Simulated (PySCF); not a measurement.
BFH, SMILES [BH]F (connectivity only; charge and spin as stated), charge +1, multiplicity 1. Coordinates come from a ωB97X-D3(BJ)/def2-TZVPD optimisation. The spin state was assumed, not searched. The isomer is the one that the SMILES or the coordinates give; other isomers of the formula were not compared.

TDA-LC-ωPBE/def2-TZVPD run with PySCF puts the lowest singlet excitations at 11.38, 11.38, 11.54, 11.72, 11.72, 14.55 eV and the lowest triplet (TDA) at 8.93 eV.

Q: What are the lowest singlet roots from EOM-CCSD/aug-cc-pVDZ (PySCF 2.14.0)? (The exact figures need the calculation; the answer reports its results.)

A: 11.52, 11.52, 12.01, 12.03, 12.03, 14.14 eV; triplets 9.64, 9.64, 11.00 eV. S1 differs by 0.15 eV (second minus first; roots are paired by order, and the bases may differ).
